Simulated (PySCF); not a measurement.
## Multinuclear NMR of C4H11OPSi

Molfile (atoms numbered from 1):
```
C4H11OPSi
     RDKit          3D

 18 18  0  0  0  0  0  0  0  0999 V2000
   -0.8554    1.3198   -0.8720 C   0  0  0  0  0  0  0  0  0  0  0  0
   -0.7071    0.6382    0.4759 C   0  0  2  0  0  0  0  0  0  0  0  0
    0.5678   -0.2249    0.6468 C   0  0  2  0  0  0  0  0  0  0  0  0
    2.1650    0.3524   -0.2054 Si  0  0  0  0  0  4  0  0  0  0  0  0
   -0.0143   -1.5638    0.1402 C   0  0  0  0  0  0  0  0  0  0  0  0
   -1.7047   -0.9260    0.4895 P   0  0  2  0  0  5  0  0  0  0  0  0
   -2.8534   -1.1660   -0.3840 O   0  0  0  0  0  0  0  0  0  0  0  0
   -0.7447    0.5965   -1.6778 H   0  0  0  0  0  0  0  0  0  0  0  0
   -1.8497    1.7568   -0.9544 H   0  0  0  0  0  0  0  0  0  0  0  0
   -0.1141    2.1071   -1.0002 H   0  0  0  0  0  0  0  0  0  0  0  0
   -0.8638    1.3594    1.2800 H   0  0  0  0  0  0  0  0  0  0  0  0
    0.7546   -0.3241    1.7205 H   0  0  0  0  0  0  0  0  0  0  0  0
    2.0105    0.2962   -1.6585 H   0  0  0  0  0  0  0  0  0  0  0  0
    3.2338   -0.5569    0.2104 H   0  0  0  0  0  0  0  0  0  0  0  0
    2.4528    1.7188    0.2317 H   0  0  0  0  0  0  0  0  0  0  0  0
    0.3390   -2.4604    0.6446 H   0  0  0  0  0  0  0  0  0  0  0  0
    0.1096   -1.6981   -0.9361 H   0  0  0  0  0  0  0  0  0  0  0  0
   -1.9346   -1.2187    1.8370 H   0  0  0  0  0  0  0  0  0  0  0  0
  1  2  1  0
  2  3  1  0
  3  4  1  0
  3  5  1  0
  5  6  1  0
  6  7  2  0
  6  2  1  0
  1  8  1  0
  1  9  1  0
  1 10  1  0
  2 11  1  1
  3 12  1  1
  4 13  1  0
  4 14  1  0
  4 15  1  0
  5 16  1  0
  5 17  1  0
  6 18  1  1
M  END
```

All values are calculated (PySCF): σ from GIAO-PBE0/pcSseg-1, coordinates at the GFN2-xTB level. Non-relativistic Hamiltonian, one averaged value for each set of equivalent atoms, one conformer, isolated molecule.

Problem. Where does ³¹P resonate?

Solution. 
| atoms | environment | σ (ppm) | δ (ppm) |
| --- | --- | --- | --- |
| P6 | phosphorus bonded to 2 C, O, H, in a 4-membered ring | 321.6 | 3.7 |

Shieldings were converted by a linear fit to measured shifts: ³¹P (scatter 18.1 ppm rms vs H3PO4, solution or neat liquid). Occasional misses reach two or three times the rms, and more in compound classes unlike the fitted ones.

On a 300 MHz spectrometer ³¹P resonates near 121.4 MHz, so 1 ppm is 121.4 Hz.

Problem. Where does ²⁹Si resonate?

Solution. 
| atoms | environment | σ (ppm) | δ (ppm) |
| --- | --- | --- | --- |
| Si4 | silicon bonded to C, 3 H | 420.6 | -65.8 |

Shieldings were converted by a linear fit to measured shifts: ²⁹Si (scatter 8.9 ppm rms, 25.8 ppm with the 6 outliers that the fit left out vs TMS, solution or neat liquid). A few per cent of atoms miss by over 2 rms, more outside the fitted compound classes.

On a 300 MHz spectrometer ²⁹Si resonates near 59.6 MHz, so 1 ppm is 59.6 Hz.

Problem. Predict the ¹⁷O NMR data.

Solution. 
```tsv
atoms	environment	σ (ppm)	δ (ppm)
O7	P=O oxygen	194.6	89.4
```

Shieldings were converted by a linear fit to measured shifts: ¹⁷O (scatter 10.7 ppm rms, 12.2 ppm with the 3 outliers that the fit left out vs liquid water, solution or neat liquid). Occasional misses reach two or three times the rms, and more in compound classes unlike the fitted ones.

On a 400 MHz spectrometer ¹⁷O resonates near 54.2 MHz, so 1 ppm is 54.2 Hz.
